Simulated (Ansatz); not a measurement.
Consider the ligand exchange at the Si–S bond: `S[SiH](Cl)Cl` + `[OH][GeH3]` → `Cl[SiH](Cl)[O][GeH3]` + H₂S.

Isolated molecules relaxed with PBE0-D4/def2-TZVP in Ansatz; ΔE leaves out vibrations. CCSD(T)/CBS is the MP2 limit (def2-TZVPP, def2-QZVPP) plus CCSD(T) − MP2 in def2-TZVPP, frozen cores. This one scheme is used for every species. Functionals use def2-TZVPP. HSE06 is defined as in plane-wave codes. For Ge outer-core shells are correlated without core-valence functions, which leaves a few kJ/mol of doubt a bond. Scalar relativity is left out up to krypton. One conformer a species, not always the lowest.

`S[SiH](Cl)Cl`:

Cartesian coordinates in Å:
```
S 1.475 0.678 -0.580
Si -0.275 -0.074 0.336
Cl -0.622 1.132 1.939
Cl -1.877 -0.031 -0.930
H 1.436 -0.239 -1.564
H -0.137 -1.466 0.799
```

`[OH][GeH3]`:

```xyz
6

O     0.997    0.816    0.472
Ge   -0.400   -0.095   -0.158
H     1.747    0.252    0.671
H    -1.468    0.973   -0.405
H    -0.867   -1.129    0.884
H    -0.010   -0.816   -1.464
```

`Cl[SiH](Cl)[O][GeH3]`:

Z-matrix (Å, degrees):
```
Si
Cl 1 2.045
O 1 1.603 2 110.8
Cl 1 2.048 2 107.4 3 120.8
H 1 1.469 2 108.9 3 -121.4
Ge 3 1.792 1 135.2 2 67.3
H 6 1.532 3 106.7 1 93.6
H 6 1.531 3 104.8 1 -147.2
H 6 1.534 3 108.2 1 -27.1
```

H₂S:

```xyz
3

S    -0.174   -0.429    0.411
H    -0.755    0.111   -0.671
H     0.929    0.318    0.260
```

**Question.** Is it downhill or uphill in electronic energy at CCSD(T)/CBS, and by how much? (An estimate is asked.)

**Answer.** The calculation gave: Downhill: ΔE = -0.79 eV.

**Question.** What do these levels give: PBE-D4, r2SCAN0-D4, HSE06-D4, PBE, BLYP, HF/def2-TZVPP? (Best estimate.)

**Answer.** Ansatz gave: PBE-D4 -0.61, r2SCAN0-D4 -0.76, HSE06-D4 -0.67, PBE -0.58, BLYP -0.72, HF/def2-TZVPP -0.97 eV.

Largest T1 diagnostic among the species: 0.011.

From BLYP to BHLYP (50 % exact exchange), in def2-TZVPP and without D4, ΔE moves by −0.14 eV. Leaving LDA and LC-ωPBE aside and taking each functional with its dispersion term where it has one, the values, not all of them listed here, spread over 0.29 eV, from BHLYP-D4 to revPBE-D4. LDA lies −0.07 eV from PBE without D4. At CCSD(T), def2-SVP lies −0.07 eV from the extrapolated value and def2-TZVPP −0.04 eV.
